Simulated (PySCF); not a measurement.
Species: C₇H₇N₃S.
Atom-mapped SMILES: `[CH3:1][S:2][c:3]1[cH:4][cH:5][c:6]2[cH:7][n:8][n:9][n:10]2[cH:11]1`

NICS = −σ at a ghost point: NICS(0) at the centroid of the ring atoms, NICS(1) 1 Å to either side along the normal of their mean plane, zz for the tensor component along that normal. Level: GIAO PBE0/pcSseg-1 (PySCF, non-relativistic, gas phase) on the GFN2-xTB geometry, one conformer.

Rings: 1. C3–C4–C5–C6–N10–C11; 2. C6–C7–N8–N9–N10.

| set | NICS(0) | NICS(1), two faces | NICS(1)zz, two faces |
| --- | --- | --- | --- |
| P | -15.8 | -15.8 / -15.8 | -40.9 / -40.9 |
| Q | -7.3 | -9.1 / -9.1 | -20.6 / -21.3 |

Which set (ppm) belongs to which ring?

P = 2, Q = 1.
- 1 (6-membered ring with N; formal bonds all aromatic): mean NICS(1)zz -21.0 ppm, shielded, aromatic by this magnetic criterion (flat ring, no four-coordinate atom), though in fused rings the probe also feels the neighbouring ring.
- 2 (5-membered ring with 3 N; formal bonds all aromatic): mean NICS(1)zz -40.9 ppm, shielded, aromatic by this magnetic criterion (flat ring, no four-coordinate atom), though in fused rings the probe also feels the neighbouring ring.

How do the rings differ in shape?

| ring | bond lengths (Å) | rms pucker (Å) | HOMA | nearest outside atom to a NICS(1) probe (Å) |
| --- | --- | --- | --- | --- |
| 1 | 1.416, 1.363, 1.404, 1.388, 1.352, 1.361 | 0.00 | 0.85 | hydrogen 2.65 |
| 2 | 1.395, 1.332, 1.287, 1.327, 1.388 | 0.00 | 0.92 | hydrogen 2.42 |

HOMA = 1 − mean of α(R − Ropt)² over the ring bonds, with Krygowski's 1993 parameters (CC: Ropt 1.388 Å, α 257.7 Å⁻²; CN: Ropt 1.334 Å, α 93.52 Å⁻²; NN: Ropt 1.309 Å, α 130.33 Å⁻²).

Shape of the structure used: `[CH3:1][S:2][c:3]1[cH:4][cH:5][c:6]2[cH:7][n:8][n:9][n:10]2[cH:11]1`: C1–S2–C3–C4 -86°.
